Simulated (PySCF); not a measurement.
Identify the unknown among the candidates.

All candidates are C7H14F2Si.

* Rotational structure: rotational constants A, B, C: 2.456, 0.408, 0.384 GHz [GFN2-xTB]
* 13C NMR: chemical shifts (computed TMS as zero) by class: 166.7 (1 C), 128.6 (1 C), 123.9 (1 C), 47.9 (1 C), 42.6 (1 C), 28.9 (1 C), 22.6 (1 C) ppm [GIAO PBE0/pcSseg-1]
* 1H NMR: chemical shifts (computed TMS as zero) by class: 6.31 (1 H), 5.92 (1 H), 4.15 (3 H), 2.77 (1 H), 1.78 (1 H), 1.62 (3 H), 1.58 (1 H), 1.24 (3 H) ppm [GIAO PBE0/pcSseg-1]
* Dipole: 1.79 D [PBE0/pcSseg-1]
* NMR, other nuclei: isotropic shieldings of nuclei other than C and H, by class: 285 (1 F), 296 (1 F), 422 (1 Si) ppm [GIAO PBE0/pcSseg-1]

The electronic properties come from PySCF, for the isolated species, density fitting. Levels stand in brackets. Geometry: GFN2-xTB, one conformer, isolated molecule. Each NMR value is the plain mean over a class of atoms that symmetry, rotation or inversion makes alike.

Question: Which candidate is it?
A. `C=C[C@@](C)(C[SiH2]C)C(F)F`
B. `C[C@@H](CF)[Si@]1(C)C[C@@H](F)C1`
C. `C=C[SiH2]C(F)(F)C(C)(C)C`
D. `CC(C)(C)/C(F)=C(/[SiH3])CF`
E. `C[C@H](/C=C/[SiH3])CC(C)(F)F`

Answer: E. It is `C[C@H](/C=C/[SiH3])CC(C)(F)F`. Numbering: `[CH3:1][C@H:2](/[CH:3]=[CH:4]/[SiH3:5])[CH2:6][C:7]([CH3:8])([F:9])[F:10]`. Its formula, C7H14F2Si, gives 1 degree of unsaturation: 0 rings and 1 π bond in the structure found. 7 carbons fall into 7 classes; from least to most shielded: alkene CH carbon [C3] (166.7 ppm), CF2 carbon [C7] (128.6 ppm), alkene CH carbon [C4] (123.9 ppm), chain CH2 carbon [C6] (47.9 ppm), allylic carbon [C2] (42.6 ppm), methyl carbon [C8] (28.9 ppm), methyl carbon [C1] (22.6 ppm). Hydrogen classes from least to most shielded: 1 H on an alkene CH carbon, C3 (6.31 ppm), 1 H on an alkene CH carbon, C4 (5.92 ppm), 3 H on an SiH3 silicon, Si5 (4.15 ppm), 1 H on an allylic carbon, C2 (2.77 ppm), 1 H on a chain CH2 carbon, C6 (1.78 ppm), 3 H on a methyl carbon, C8 (1.62 ppm, a mean of values up to 0.5 ppm apart in this geometry), 1 H on a chain CH2 carbon, C6 (1.58 ppm), 3 H on a methyl carbon, C1 (1.24 ppm, a mean of values up to 1.2 ppm apart in this geometry). The other shieldings belong to: 285 ppm, fluorine of a CF2 group [F9]; 296 ppm, fluorine of a CF2 group [F10]; 422 ppm, SiH3 silicon [Si5]. The optimised geometry has point group C1 and is an asymmetric top.

The others, at the same levels:
- `C=C[C@@](C)(C[SiH2]C)C(F)F` fails: its computed 13C shifts are 152.2 (1 C), 126.5 (1 C), 118.9 (1 C), 46.3 (1 C), 25.2 (1 C), 21.1 (1 C), -7.2 (1 C) ppm, 1H shifts are 6.67 (1 H), 6.05 (1 H), 5.48 (1 H), 5.36 (1 H), 4.29 (1 H), 4.25 (1 H), 1.38 (1 H), 1.21 (3 H), 0.57 (1 H), 0.11 (3 H) ppm and rotational constant A is 1.566 GHz (against 2.456 GHz).
- `C[C@@H](CF)[Si@]1(C)C[C@@H](F)C1` fails: its computed 13C shifts are 91.2 (1 C), 89.6 (1 C), 31.3 (1 C), 27.0 (1 C), 26.6 (1 C), 13.7 (1 C), -0.3 (1 C) ppm, 1H shifts are 5.49 (1 H), 4.99 (1 H), 4.75 (1 H), 1.77 (1 H), 1.71 (1 H), 1.63 (1 H), 1.56 (1 H), 1.26 (3 H), 0.84 (1 H), 0.60 (3 H) ppm and rotational constant A is 2.005 GHz (against 2.456 GHz).
- `CC(C)(C)/C(F)=C(/[SiH3])CF` fails: it has 5 carbon classes against 7; its computed 13C shifts are 179.9 (1 C), 113.8 (1 C), 82.6 (1 C), 38.9 (1 C), 29.6 (3 C) ppm, 1H shifts are 5.59 (2 H), 4.24 (3 H), 1.23 (9 H) ppm and rotational constant A is 1.577 GHz (against 2.456 GHz).
- `C=C[SiH2]C(F)(F)C(C)(C)C` fails: it has 5 carbon classes against 7; its computed 13C shifts are 149.6 (1 C), 138.7 (1 C), 135.4 (1 C), 42.8 (1 C), 27.1 (3 C) ppm, 1H shifts are 6.75 (1 H), 6.72 (1 H), 6.45 (1 H), 4.51 (2 H), 1.08 (9 H) ppm and rotational constant A is 1.568 GHz (against 2.456 GHz).

Each candidate is one conformer, not necessarily the lowest. Dipoles, sizes and rotational constants follow the conformer. The torsions of the flexible species, by atom-mapped SMILES:
- `[CH3:1][C@H:2](/[CH:3]=[CH:4]/[SiH3:5])[CH2:6][C:7]([CH3:8])([F:9])[F:10]`: C1–C2–C3–C4 117°, C1–C2–C6–C7 -70°, C2–C6–C7–C8 -167°
- `[CH2:1]=[CH:2][C@@:3]([CH3:4])([CH2:5][SiH2:6][CH3:7])[CH:8]([F:9])[F:10]`: C1–C2–C3–C4 -13°, C2–C3–C5–Si6 177°, C3–C5–Si6–C7 -179°, C2–C3–C8–F9 57°
- `[CH3:1][C@@H:2]([CH2:3][F:4])[Si@:5]1([CH3:6])[CH2:7][C@@H:8]([F:9])[CH2:10]1`: C1–C2–C3–F4 68°, C1–C2–Si5–C6 -55°
- `[CH3:1][C:2]([CH3:3])([CH3:4])/[C:5]([F:6])=[C:7](/[SiH3:8])[CH2:9][F:10]`: C1–C2–C5–F6 -108°, C5–C7–C9–F10 -149°
- `[CH2:1]=[CH:2][SiH2:3][C:4]([F:5])([F:6])[C:7]([CH3:8])([CH3:9])[CH3:10]`: C1–C2–Si3–C4 47°, C2–Si3–C4–F5 -164°, Si3–C4–C7–C8 -178°
